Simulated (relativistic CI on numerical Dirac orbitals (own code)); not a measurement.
**Nb22+: q coefficients and field-shift factors**

Calculated at this level of theory: Dirac-Coulomb-Breit CI, orbitals from a KLI potential per configuration, derivatives by finite differences, unscaled Slater integrals, QED left out (own radial code, finite nucleus).

Configurations in the expansion (outside the closed core [Ne]): 3s2 3p6 3d, 3s2 3p5 3d2, 3s 3p6 3d2, 3s2 3p6 4s, 3s2 3p6 4p, 3p6 3d3, 3p5 3d4. Double excitations out of closed p, d and f shells are left out; levels of such configurations are missing from the list, as are those of other unlisted configurations, and high levels can miss mixing partners.

With x = (α/α₀)² − 1 an excitation energy changes as ω = ω₀ + qx; K = 2q/ω₀ is the relative enhancement. Terms are leading LS components, so labels can repeat. The field-shift factor is F = δν/δ⟨r²⟩ for the transition from the lowest level.

Lowest level 3s2 3p6 3d 2D_3/2.

```csv
Level,ω₀ (cm⁻¹),q (cm⁻¹),F (GHz/fm²)
3s2 3p6 3d 2D_5/2,32271,32120,0.175
3s2 3p5 3d2 4D°_1/2,873594,28070,1.39
3s2 3p5 3d2 4D°_3/2,881687,31070,1.42
3s2 3p5 3d2 4D°_5/2,898265,44010,1.5
3s2 3p5 3d2 4D°_7/2,919727,54710,1.57
3s2 3p5 3d2 2F°_5/2,932929,26750,1.51
3s2 3p5 3d2 4G°_7/2,935547,36710,1.41
3s2 3p5 3d2 4G°_9/2,936791,46540,1.63
3s2 3p5 3d2 4G°_11/2,945707,62300,1.75
3s2 3p5 3d2 4P°_5/2,957496,53650,1.59
3s2 3p5 3d2 2D°_3/2,959585,42290,1.52
3s2 3p5 3d2 4P°_3/2,967299,48240,1.38
3s2 3p5 3d2 2G°_7/2,981362,45270,1.63
3s2 3p5 3d2 4P°_1/2,989451,64170,1.42
3s2 3p5 3d2 2D°_5/2,994051,73430,1.76
3s2 3p5 3d2 4F°_9/2,994546,70530,1.76
3s2 3p5 3d2 2F°_7/2,1014551,48720,1.69
3s2 3p5 3d2 4F°_3/2,1016555,76610,1.31
3s2 3p5 3d2 2H°_11/2,1016717,53820,1.8
3s2 3p5 3d2 2F°_5/2,1018202,80310,1.33
3s2 3p5 3d2 2F°_7/2,1030355,79820,1.68
3s2 3p5 3d2 2P°_1/2,1034074,88960,1.64
3s2 3p5 3d2 4G°_5/2,1048685,129700,0.355
```

At this charge energies of transitions that change n are usually good to better than 1 %, and those within a shell (Δn = 0) to a few per cent.

Question: Which transition from the lowest level has the largest |K|?

Answer: 3s2 3p6 3d 2D_5/2 at 32271 cm⁻¹, K = 1.99.
